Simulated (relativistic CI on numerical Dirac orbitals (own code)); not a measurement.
**Line list: Electric-dipole lines, Pm XXXVII**

These numbers are calculated, not measured: Dirac-Coulomb-Breit CI, separate exchange-only KLI orbitals for each configuration, model QED, unscaled Slater integrals (own radial code, finite nucleus).

Configuration list (outside the closed core [Ne]): 3s²3p⁶3d⁷, 3s²3p⁵3d⁸, 3s²3p⁴3d⁹, 3s3p⁶3d⁸, 3p⁶3d⁹, 3s3p⁵3d⁹, 3s²3p⁶3d⁶4s, 3s²3p⁶3d⁶4p, 3s²3p⁶3d⁶4d, 3s²3p⁴3d⁸4s, 3s²3p⁴3d⁸4p, 3s²3p⁵3d⁷4s, 3s²3p⁶3d⁶4f, 3s²3p⁴3d⁸4d, 3s3p⁵3d⁸4s, 3s²3p⁵3d⁷4p, 3s3p⁵3d⁸4p, 3s²3p⁶3d⁵4s², 3s²3p⁵3d⁷4d, 3s3p⁶3d⁷4s, 3s3p⁵3d⁸4d, 3s²3p⁶3d⁵4s4p, 3p⁶3d⁸4s, 3s²3p⁶3d⁶5s, 3s²3p⁵3d⁷4f, 3s²3p⁶3d⁵4p², 3s3p⁶3d⁷4p, 3p⁶3d⁸4p, 3s²3p⁶3d⁶5p, 3s²3p⁶3d⁶5d, 3p⁶3d⁸4d, 3s²3p⁵3d⁶4s², 3s²3p⁶3d⁶5f, 3s3p⁶3d⁶4s², 3s²3p⁶3d⁶6s, 3s²3p⁵3d⁷5s. Levels of other configurations are missing.

| λ vac (Å) | Lower | Upper | A (s⁻¹) | E lower (Ry) | E upper (Ry) |
| --- | --- | --- | --- | --- | --- |
| 11.080 | 3s²3p⁶3d⁷ ⁴F9/2 [1] | 3s²3p⁶3d⁶4p ⁴D°7/2 [218] | 2.77e+12 | 0.0000 | 82.2455 |
| 11.088 | 3s²3p⁶3d⁷ ⁴F7/2 [4] | 3s²3p⁶3d⁶4p ²G°7/2 [255] | 2.65e+12 | 1.7580 | 83.9426 |
| 11.098 | 3s²3p⁶3d⁷ ⁴F7/2 [4] | 3s²3p⁶3d⁶4p ⁴D°5/2 [253] | 3.51e+12 | 1.7580 | 83.8716 |
| 11.103 | 3s²3p⁶3d⁷ ²G9/2 [5] | 3s²3p⁶3d⁶4p ²G°9/2 [265] | 2.70e+12 | 2.2344 | 84.3107 |
| 11.113 | 3s²3p⁶3d⁷ ⁴F9/2 [1] | 3s²3p⁶3d⁶4p ⁴F°9/2 [213] | 2.74e+12 | 0.0000 | 82.0025 |
| 11.129 | 3s²3p⁶3d⁷ ²H11/2 [9] | 3s²3p⁶3d⁶4p ²H°11/2 [270] | 4.55e+12 | 2.7042 | 84.5857 |
| 11.150 | 3s²3p⁶3d⁷ ²D5/2 [3] | 3s²3p⁶3d⁶4p ²D°5/2 [231] | 2.93e+12 | 1.0045 | 82.7323 |
| 11.178 | 3s²3p⁶3d⁷ ⁴F7/2 [4] | 3s²3p⁶3d⁶4p ⁴G°9/2 [238] | 2.22e+12 | 1.7580 | 83.2800 |
| 11.200 | 3s²3p⁶3d⁷ ⁴F9/2 [1] | 3s²3p⁶3d⁶4p ⁴G°11/2 [207] | 2.79e+12 | 0.0000 | 81.3605 |
| 11.214 | 3s²3p⁶3d⁷ ⁴F9/2 [1] | 3s²3p⁶3d⁶4p ⁴F°9/2 [205] | 1.63e+12 | 0.0000 | 81.2596 |
| 29.711 | 3s²3p⁶3d⁷ ²H9/2 [16] | 3s²3p⁵3d⁸ ²F°7/2 [61] | 1.77e+12 | 4.5110 | 35.1818 |
| 30.058 | 3s²3p⁶3d⁷ ²G9/2 [5] | 3s²3p⁵3d⁸ ²G°9/2 [51] | 4.86e+11 | 2.2344 | 32.5510 |
| 30.225 | 3s²3p⁶3d⁷ ²F7/2 [17] | 3s²3p⁵3d⁸ ²D°5/2 [60] | 1.41e+12 | 4.7770 | 34.9264 |
| 30.403 | 3s²3p⁶3d⁷ ⁴F7/2 [4] | 3s²3p⁵3d⁸ ⁴D°7/2 [49] | 5.16e+11 | 1.7580 | 31.7307 |
| 30.410 | 3s²3p⁶3d⁷ ²G7/2 [10] | 3s²3p⁵3d⁸ ²D°5/2 [53] | 1.04e+12 | 2.9774 | 32.9433 |
| 30.532 | 3s²3p⁶3d⁷ ²H11/2 [9] | 3s²3p⁵3d⁸ ²G°9/2 [51] | 1.94e+12 | 2.7042 | 32.5510 |
| 30.616 | 3s²3p⁶3d⁷ ²D3/2 [19] | 3s²3p⁵3d⁸ ²D°3/2 [63] | 1.75e+12 | 6.5615 | 36.3261 |
| 30.894 | 3s²3p⁶3d⁷ ²G9/2 [5] | 3s²3p⁵3d⁸ ⁴D°7/2 [49] | 7.75e+11 | 2.2344 | 31.7307 |
| 30.912 | 3s²3p⁵3d⁸ ²H°11/2 [35] | 3s²3p⁴3d⁹ ²G9/2 [93] | 1.79e+12 | 24.7094 | 54.1890 |
| 31.045 | 3s²3p⁶3d⁷ ²D5/2 [18] | 3s²3p⁵3d⁸ ²P°3/2 [62] | 1.44e+12 | 6.1210 | 35.4741 |
| 31.072 | 3s²3p⁶3d⁷ ⁴P5/2 [7] | 3s²3p⁵3d⁸ ⁴D°7/2 [49] | 5.68e+11 | 2.4033 | 31.7307 |
| 31.108 | 3s²3p⁵3d⁸ ²F°7/2 [61] | 3s²3p⁴3d⁹ ²D5/2 [107] | 2.57e+12 | 35.1818 | 64.4757 |
| 31.271 | 3s²3p⁶3d⁷ ²H9/2 [16] | 3s²3p⁵3d⁸ ²H°9/2 [57] | 7.04e+11 | 4.5110 | 33.6519 |
| 38.958 | 3s²3p⁶3d⁷ ⁴F9/2 [1] | 3s²3p⁵3d⁸ ⁴D°7/2 [27] | 1.02e+12 | 0.0000 | 23.3912 |
| 39.059 | 3s²3p⁶3d⁷ ²G9/2 [5] | 3s²3p⁵3d⁸ ²F°7/2 [40] | 8.31e+11 | 2.2344 | 25.5651 |
| 39.172 | 3s²3p⁶3d⁷ ²G9/2 [5] | 3s²3p⁵3d⁸ ²G°9/2 [39] | 1.78e+11 | 2.2344 | 25.4979 |
| 39.194 | 3s²3p⁶3d⁷ ⁴F7/2 [4] | 3s²3p⁵3d⁸ ⁴D°5/2 [37] | 6.86e+11 | 1.7580 | 25.0079 |
| 39.395 | 3s²3p⁵3d⁸ ⁴G°11/2 [20] | 3s²3p⁴3d⁹ ⁴F9/2 [67] | 7.18e+11 | 20.9739 | 44.1057 |
| 39.549 | 3s²3p⁶3d⁷ ⁴P5/2 [7] | 3s²3p⁵3d⁸ ⁴S°3/2 [38] | 9.08e+11 | 2.4033 | 25.4446 |
| 39.583 | 3s²3p⁵3d⁸ ²G°9/2 [51] | 3s²3p⁴3d⁹ ²F7/2 [99] | 1.18e+12 | 32.5510 | 55.5727 |
| 39.809 | 3s²3p⁶3d⁷ ²D5/2 [3] | 3s²3p⁵3d⁸ ²P°3/2 [30] | 7.62e+11 | 1.0045 | 23.8958 |
| 39.979 | 3s²3p⁶3d⁷ ²H11/2 [9] | 3s²3p⁵3d⁸ ²G°9/2 [39] | 6.51e+11 | 2.7042 | 25.4979 |
| 40.415 | 3s²3p⁵3d⁸ ⁴D°7/2 [27] | 3s3p⁶3d⁸ ⁴F5/2 [76] | 8.08e+11 | 23.3912 | 45.9388 |
| 40.416 | 3s²3p⁶3d⁷ ²D5/2 [3] | 3s²3p⁵3d⁸ ²D°5/2 [28] | 4.98e+11 | 1.0045 | 23.5518 |
| 40.520 | 3s²3p⁵3d⁸ ⁴G°11/2 [20] | 3s3p⁶3d⁸ ⁴F9/2 [66] | 3.87e+11 | 20.9739 | 43.4632 |
| 40.606 | 3s²3p⁶3d⁷ ²H9/2 [16] | 3s²3p⁵3d⁸ ²G°7/2 [45] | 5.00e+11 | 4.5110 | 26.9528 |
| 40.832 | 3s²3p⁵3d⁸ ²G°9/2 [39] | 3s3p⁶3d⁸ ²G7/2 [86] | 9.96e+11 | 25.4979 | 47.8154 |
| 41.127 | 3s²3p⁶3d⁷ ⁴F9/2 [1] | 3s²3p⁵3d⁸ ⁴F°9/2 [23] | 5.87e+11 | 0.0000 | 22.1575 |
| 41.295 | 3s²3p⁵3d⁸ ²H°11/2 [35] | 3s3p⁶3d⁸ ²G9/2 [82] | 5.51e+11 | 24.7094 | 46.7766 |
| 41.377 | 3s²3p⁶3d⁷ ²P3/2 [2] | 3s²3p⁵3d⁸ ²S°1/2 [24] | 6.73e+11 | 0.7078 | 22.7312 |
| 41.411 | 3s²3p⁶3d⁷ ²H11/2 [9] | 3s²3p⁵3d⁸ ²H°11/2 [35] | 2.74e+11 | 2.7042 | 24.7094 |
| 41.605 | 3s²3p⁶3d⁷ ⁴F7/2 [4] | 3s²3p⁵3d⁸ ⁴D°7/2 [29] | 2.55e+11 | 1.7580 | 23.6608 |
| 41.865 | 3s²3p⁶3d⁷ ²G7/2 [10] | 3s²3p⁵3d⁸ ²G°7/2 [36] | 4.53e+11 | 2.9774 | 24.7444 |
| 42.771 | 3s²3p⁵3d⁸ ⁴F°9/2 [23] | 3s3p⁶3d⁸ ⁴F9/2 [66] | 5.17e+11 | 22.1575 | 43.4632 |
| 43.480 | 3s²3p⁶3d⁷ ²P3/2 [2] | 3s²3p⁵3d⁸ ²D°5/2 [21] | 2.03e+11 | 0.7078 | 21.6660 |

Terms are leading LS components. Brackets give the number of a level in order of energy, since labels repeat. The list gives strong lines, with weight on those to low levels, without lines whose two gauges differ by over a factor of 2.5, among the lowest 400 of 9866 levels, so that lines to higher ones, which can be the strongest, are missing. Levels whose partners in the same complex of configurations lie outside the list can be far off, and so can their lines. Rates are taken at the computed energies, electric ones in the length gauge.

At this charge energies of transitions that change n are usually good to better than 1 %, and those within a shell (Δn = 0) to a few per cent. Terms inside the open d or f shell come out 10 to 20 % too wide with unscaled integrals.

LS names give the leading component of a level, which can be under half, so a name can repeat, a term be missing and a line seem to break the LS rules.
